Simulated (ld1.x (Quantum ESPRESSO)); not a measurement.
Scattering properties, TM potential for Ga

- Element: Ga (Z = 31)
- Generator: ld1.x (Quantum ESPRESSO) 7.5
- Type: norm-conserving Troullier–Martins (Kleinman–Bylander form)
- Functional: LDA (PZ)
- Relativity: scalar-relativistic
- Frozen core: [Ar] 3d10
- Valence charge: 3
- Reference configuration: 4s1.5 4p0 (charge +1.5)
- Partial waves: 4s (bound): rc 1.45 bohr; 4p (bound, empty): rc 1.60 bohr
- Local potential: all-electron potential smoothed inside 1.35 bohr (lloc = -2)
- Core correction: a·sin(br)/r model core, default radius (core density twice the valence density)

The phase is arctan(r·u′/u) with u = r·R(r), unwrapped; energies in Ry, scanned from -4 to 5 Ry. A pole is an energy at which the radial function vanishes at the test radius. The pseudo phase is shifted by a multiple of π to meet the all-electron one at the reference energy, and phase errors are pseudo minus all-electron; the curves can meet again beyond the range given. Levels narrower than the energy grid can be missing from the lists of poles.

**Question.** For each channel, where are the poles, and over which energies does the pseudopotential scatter like the atom?

**Answer.**

```json
{"channel": "s", "radius (bohr)": "1.75", "reference energy (Ry)": "-1.58", "poles, all-electron": "4.02", "poles, pseudo": "1.14", "unbroken range about the reference energy with phases within 0.05 rad": "below -0.3", "phase error 1 Ry above the reference energy (rad)": "-0.035"}
{"channel": "p", "radius (bohr)": "1.75", "reference energy (Ry)": "-1.00", "poles, all-electron": "none", "poles, pseudo": "3.15", "unbroken range about the reference energy with phases within 0.05 rad": "below 0.1", "phase error 1 Ry above the reference energy (rad)": "-0.043"}
```

Phases in the p channel:

```
E (Ry)  all-electron  pseudo
 -4.00         1.224   1.210
 -3.52         1.191   1.178
 -3.04         1.149   1.137
 -2.56         1.093   1.084
 -2.08         1.018   1.011
 -1.60         0.909   0.906
 -1.12         0.744   0.743
 -0.64         0.480   0.476
 -0.16         0.076   0.048
  0.32        -0.400  -0.474
  0.80        -0.781  -0.884
  1.28        -1.027  -1.140
  1.76        -1.183  -1.302
  2.24        -1.286  -1.415
  2.72        -1.359  -1.502
  3.20        -1.413  -1.578
  3.68        -1.455  -1.654
  4.16        -1.490  -1.741
  4.64        -1.518  -1.860
```
